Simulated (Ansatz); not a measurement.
Species: ZnCl2, net charge -1, doublet state. The spin state was set by rule; other spins were not relaxed. SMILES of the parent species: [Cl][Zn][Cl]
Coordinates optimised at B3LYP-D3(BJ)/def2-TZVP (Ansatz, a program for electronic structure):
```
Zn
Cl 1 2.3205
Cl 1 2.3205 2 118.40
```
Charge -1, spin multiplicity 2.

Problem. Give the harmonic wavenumbers at B3LYP-D3(BJ)/def2-TZVP (Ansatz, finite differences of forces, unscaled).

Solution. 89, 255, 277 cm⁻¹. Zero-point energy 0.9 kcal/mol.

Problem. From these and the geometry, give the ideal-gas thermochemistry at 298.15 K and 1 atm (rigid rotor, harmonic oscillator).

Solution. Point group C2v, rotational symmetry number 2. Rotational constants 10.52, 1.794, 1.533 GHz. S(trans) 40.64, S(rot) 25.43, S(vib) 6.93, S(elec, spin only) 1.38, S 74.4 cal/(mol K). H(298) - H(0) 3.43 kcal/mol; G - E(el) -17.9 kcal/mol.
